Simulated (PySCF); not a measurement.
CH₅BeNS.

```xyz
9

Be     0.1594    -1.0474     0.0000
N     -0.2596    -2.4858     0.0000
H     -0.4192    -3.0521     0.8267
H     -0.4192    -3.0521    -0.8267
S      0.7012     0.7736     0.0000
C     -0.9156     1.6352     0.0000
H     -1.5017     1.3964     0.8976
H     -0.7044     2.7131     0.0000
H     -1.5017     1.3964    -0.8976
```
Charge 0, spin multiplicity 1.

The structure is a stationary point at PBE0-D3(BJ)/def2-SVP. The values are those of a single conformer.

Level of theory: B3LYP/pcSseg-1 run with PySCF. Non-relativistic, no solvent.

### Question
Give the absolute GIAO shielding of each atom: isotropic value and principal components (ppm). (The exact figures need the calculation; the answer reports its results.)

### Answer

```json
[
 {"atom": "Be1", "σ(iso)": "88.2", "σ11": "55.7", "σ22": "61.1", "σ33": "147.7", "span": "92.0"},
 {"atom": "N2", "σ(iso)": "229.3", "σ11": "182.5", "σ22": "229.3", "σ33": "276.2", "span": "93.7"},
 {"atom": "H3", "σ(iso)": "30.2", "σ11": "24.7", "σ22": "26.4", "σ33": "39.6", "span": "14.9"},
 {"atom": "H4", "σ(iso)": "30.2", "σ11": "24.7", "σ22": "26.4", "σ33": "39.6", "span": "14.9"},
 {"atom": "S5", "σ(iso)": "671.6", "σ11": "588.1", "σ22": "657.6", "σ33": "769.0", "span": "181.0"},
 {"atom": "C6", "σ(iso)": "168.0", "σ11": "159.2", "σ22": "159.9", "σ33": "185.1", "span": "25.8"},
 {"atom": "H7", "σ(iso)": "29.2", "σ11": "23.5", "σ22": "27.5", "σ33": "36.7", "span": "13.2"},
 {"atom": "H8", "σ(iso)": "29.5", "σ11": "23.9", "σ22": "27.2", "σ33": "37.5", "span": "13.5"},
 {"atom": "H9", "σ(iso)": "29.2", "σ11": "23.5", "σ22": "27.5", "σ33": "36.7", "span": "13.2"}
]
```
